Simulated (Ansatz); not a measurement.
`[CH3][In]([SH])[Cl]` and `[CH3][InH][SH]` differ in one atom or group.

Ansatz, PBE0-D4/def2-TZVP geometries, multiplicity 1. Each molecule was computed in one conformer, which needn't be the lowest.

Elements past krypton have def2 core potentials.

```csv
property,`[CH3][In]([SH])[Cl]`
LUMO energy (B3LYP/def2-TZVPP) / eV,-1.56
HOMO–LUMO gap (PBE/def2-TZVPP) / eV,4.33
LUMO energy (PBE/def2-TZVPP) / eV,-2.12
HOMO energy (B3LYP/def2-TZVPP) / eV,-7.40
HOMO energy (ωB97M-V/def2-TZVPP) / eV,-9.85
HOMO–LUMO gap (B3LYP/def2-TZVPP) / eV,5.84
```

Q: Give the same properties after the change, and the shifts. (Best estimate.)

A: Ansatz gave: 
```csv
property,`[CH3][InH][SH]`,shift
LUMO energy (B3LYP/def2-TZVPP) / eV,-1.59,-0.03
HOMO–LUMO gap (PBE/def2-TZVPP) / eV,4.05,-0.28
LUMO energy (PBE/def2-TZVPP) / eV,-2.02,0.10
HOMO energy (B3LYP/def2-TZVPP) / eV,-6.99,0.41
HOMO energy (ωB97M-V/def2-TZVPP) / eV,-9.41,0.44
HOMO–LUMO gap (B3LYP/def2-TZVPP) / eV,5.40,-0.44
```

With PBE0 the HOMO rises by 0.43 eV and the LUMO falls by 0.07 eV, so the gap narrows by about 0.50 eV. PBE moves the HOMO by 0.37 eV and ωB97M-V by 0.44 eV.

B3LYP here is the variant with VWN-RPA as its local correlation; programs differ in this.
